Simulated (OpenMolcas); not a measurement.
**Mo3+: ligand-field states by method**

Mo3+ with its 6 nearest fluoride ions at 2.062 Å, on the Y site of Cs2NaYF6 (a = 9.075 Å, distance in the model lattice 2.178 Å). The rest of the host is ab initio model potentials to 7.6 Å, with orthogonalisation functions on the cations behind the ligands, and point charges beyond; the distance is set by hand and nothing relaxes. Ligand basis ANO-RCC-VDZP.

```json
{
  "Program": "OpenMolcas 26.06",
  "Basis": "ANO-RCC-VTZP [7s6p4d2f1g]",
  "Scalar Hamiltonian": "DKH2, point nucleus",
  "Active space": "3 electrons in 5 orbitals (4d)",
  "State averaging": "2S+1 = 4 even, 10 roots; 2S+1 = 2 even, 40 roots",
  "Spin-orbit coupling": "RASSI with atomic mean-field integrals over the reference wave functions"
}
```

I. CASSCF
II. SS-CASPT2, IPEA 0.25 Eh, imaginary shift 0.1 Eh (closed shells correlated: 4s 4p and the ligand valence shells)
III. SS-CASPT2, IPEA 0.25 Eh, sigma2 regulariser 0.3 Eh (closed shells correlated: 4s 4p and the ligand valence shells)

Spin-free states (labels of O, the rotations of Oh) in cm-1, each column counted from its own energy of the first state listed:

| State | Degeneracy | I | II | III |
| --- | --- | --- | --- | --- |
| 4A2 | 1 | 0 | 0 | 0 |
| 2E | 2 | 14582 | 10970 | 10970 |
| 2T1 | 3 | 15036 | 11060 | 11060 |
| 2T2 | 3 | 22450 | 17620 | 17620 |
| 4T2 | 3 | 24047 | 24960 | 24960 |
| 4T1 | 3 | 31890 | 30970 | 30970 |
| 2A1 | 1 | 35788 | 32880 | 32880 |
| 2T2 | 3 | 38190 | 35560 | 35560 |
| 2T1 | 3 | 38574 | 35620 | 35620 |
| 2E | 2 | 40164 | 36430 | 36450 |
| 2T1 | 3 | 43883 | 39500 | 39540 |
| 2T2 | 3 | 48813 | 42990 | 42990 |
| 2A2 | 1 | 50296 | 43680 | 43680 |
| 4T1 | 3 | 51365 | 51800 | 51800 |
| 2E | 2 | 60195 | 52690 | 52690 |
| 2T1 | 3 | 62024 | 60480 | 60480 |
| 2T2 | 3 | 63614 | 62250 | 62250 |
| 2T1 | 3 | 69129 | 65320 | 65330 |
| 2T2 | 3 | 83873 | 77570 | 77570 |
| 2E | 2 | 91454 | 90370 | 90370 |

From I to II, I's first state of the same spin (4T2) moves from 24047 to 24960 cm-1, by about +910 cm-1.

From I to II, I's first state of another spin (2E) moves from 14582 to 10970 cm-1, by about -3600 cm-1.

I: A least-squares ligand-field fit to the states below 45000 cm-1, each weighted by its degeneracy and with a free common offset, gives 10Dq = 23916 cm-1, B = 736 cm-1 and C = 2925 cm-1 (C/B = 3.98), with an rms deviation of 60 cm-1. The same method and metal basis give the free ion B = 813 cm-1 (fit to its terms below 60000 cm-1, rms deviation 33 cm-1), so the nephelauxetic ratio is β = 736 / 813 = 0.91; it hangs on how both fits weigh the states, and computed free-ion B values tend to be too large, so β mixes covalency with correlation.

χT at 300 K: I 1.77, II 1.77, III 1.77 cm3 K/mol.

Roots that are degenerate in the reference are averaged as groups; the widest CASPT2 spread within a group is 140 cm-1 (the 3-fold group of multiplicity 2 near 39500 cm-1 above the lowest state of its run, III). Shifts and gaps below about the spread of the groups concerned are not significant. Over all roots computed the reference weight is 0.71 to 0.72 in II, 0.71 to 0.72 in III; a low but even weight reflects the number of correlated electrons. The least metal-like active orbital is 84 % on the metal (Löwdin) and no ligand orbital is active, so the numbers are rough. Ligand-to-metal charge-transfer states are missing. With no ligand orbital active B as a rule stays too high, so bands that hang on it stand too high and its fall with covalency is understated. Without dynamic correlation the repulsion within the d shell is too large (B by tens of per cent), so at a given field states of lower spin stand too high (holds for I). With metal d orbitals alone the field can be off either way by tens of per cent (holds for I). With one d shell and no ligand orbital active, 10Dq can be off by a tenth or more (holds for II; III). No measured value stands beside these numbers; the geometry was set by hand and not optimised.
